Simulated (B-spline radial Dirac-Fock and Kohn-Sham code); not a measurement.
# Dipole and non-dipole photoemission parameters of Sb²⁺ 3d3/2

System: Sb²⁺, configuration [Kr] 4d10 5s2 5p1; threshold 567.0 eV (orbital energy of the model). Method: Dirac-Hartree-Slater photoionisation with a Latter tail; cross sections with all multipoles, angular parameters from the dipole term and its interference with E2. Computed with a radial finite-basis atomic code.

Input file task.json (cfg lists n, l and occupation; rrms is the nuclear radius in fm):

```json
{"items": [{
  "Z": 51,
  "q": 2,
  "cfg": [[1, 0, 2], [2, 0, 2], [2, 1, 6], [3, 0, 2], [3, 1, 6], [3, 2, 10], [4, 0, 2], [4, 1, 6], [4, 2, 10], [5, 0, 2], [5, 1, 1]],
  "A": 121,
  "rrms": 4.6802,
  "do": "xps",
  "hv": [53.9, 60, 80, 96.8, 200, 300, 399.0, 425.0, 432.0, 561.0, 600, 797.0, 946.0, 1020.0, 1730.0, 2660.0, 4000, 4050.0, 4730.0, 5200.0, 6140.0, 7210.0, 9251.7, 11200.0, 11300.0, 11900.0, 12000, 12700.0, 13800.0]
}]}
```

Run with: `python xray2_run.py task.json out`

For linearly polarised light dσ/dΩ = σ/(4π) [1 + β P₂(cos θ) + (δ + γ cos²θ) sin θ cos φ], with θ from the polarisation vector and φ the angle between the beam and the projection of the electron momentum on the plane normal to the polarisation.

```tsv
hν (eV)	σ (kb)	β	γ	δ
600	1540	0.504	-0.010	-0.002
797	748	0.724	-0.082	0.010
946	506	0.944	-0.060	0.022
1020	?	?	?	?
1730	100	1.236	0.241	0.058
2660	27.2	1.216	0.562	0.086
4000	7.16	1.112	0.888	0.126
4050	6.87	1.108	0.898	0.128
4730	4.04	1.055	1.021	0.149
5200	2.91	1.021	1.096	0.164
6140	1.61	0.957	1.223	0.194
7210	0.902	0.894	1.339	0.227
9251.7	0.358	0.793	1.507	0.290
11200	0.173	0.716	1.625	0.347
11300	0.167	0.712	1.630	0.350
11900	0.137	0.691	1.659	0.368
12000	0.133	0.688	1.663	0.370
12700	0.106	0.665	1.694	0.390
13800	0.0769	0.632	1.735	0.421
```

Question: Give the values at 1020 eV.

Answer: σ = 422 kb, β = 1.014, γ = -0.038, δ = 0.027.
